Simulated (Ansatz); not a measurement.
`FBO[SiH2][SiH3]` + `[AlH]1[SiH2][S]1` → `[SiH3][SiH]1[AlH][S]1` + `FBO[SiH3]`  (formal exchange of groups at the Si–Si bond)

Computed with Ansatz on PBE0-D4/def2-TZVP structures; ΔE is electronic, products minus reactants. CCSD(T)/CBS is the MP2 limit (def2-TZVPP, def2-QZVPP) plus CCSD(T) − MP2 in def2-TZVPP, frozen cores. DFT in def2-TZVPP. B3LYP here is the variant with VWN-RPA as its local correlation; programs differ in this. Each species was taken in one conformer, which may not be the lowest.

```
    level  ΔE (kJ/mol)
r2SCAN-D4        -14.6
    B3LYP        -14.9
```

(1) What does CCSD(T)/CBS give? (Estimate.)

Largest T1 diagnostic among the species: 0.015.

## Answers

(1) Computed: -16.6 kJ/mol. The listed levels differ from it by 2.0, 1.7 kJ/mol.
